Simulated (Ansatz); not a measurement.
A made-up structure of B₂SiH₅F, singlet:

F1  (-0.212, 1.675, 1.640)
B2  (-0.336, 1.385, 0.317)
B3  (-0.797, 0.049, -0.091)
Si4  (0.600, -1.005, -0.223)
H5  (-0.053, 2.161, -0.629)
H6  (-2.001, -0.333, -0.378)
H7  (2.102, -0.439, -0.203)
H8  (0.321, -1.635, -1.507)
H9  (0.377, -1.859, 1.074)
(Å)

It is relaxed with PBE-D4/def2-SVP and then PBE0-D4/def2-TZVP (Ansatz 0.2.0). Atoms count as bonded within 1.22 times the sum of their covalent radii (H–H: 0.88 Å). The end point is not checked to be a true minimum.

(1) Does its bonding change? (A judgement: the text doesn't fix the answer.)

Results:

(1) Computed: No: no bond forms or breaks.

Where it ends: The first stage lowers the energy by 1.66 eV in 15 steps. It ends as B₂SiH₅F ([F][BH][BH][SiH3]):
```
9
angstrom
F -0.3858 2.1048 1.6597
B -0.4513 1.6956 0.3980
B -0.7658 0.1299 -0.0645
Si 0.6683 -1.2646 -0.2911
H -0.2296 2.5336 -0.4465
H -1.8795 -0.2238 -0.3341
H 2.0579 -0.7344 -0.2774
H 0.4790 -2.0697 -1.5290
H 0.5068 -2.1713 0.8848
```

Labels in which every atom is bracketed show which atoms are joined, not bond orders.

For scale, one of the runs: PBE0-D4/def2-TZVP relaxation, 160 basis functions, launched by `ansatz run in.yaml --threads 2 --pin off --events-out ev --progress --plain --max-ram 4352MiB`. The run took about 48 s on 2 CPU threads of an Arm Neoverse V1 (shared host).
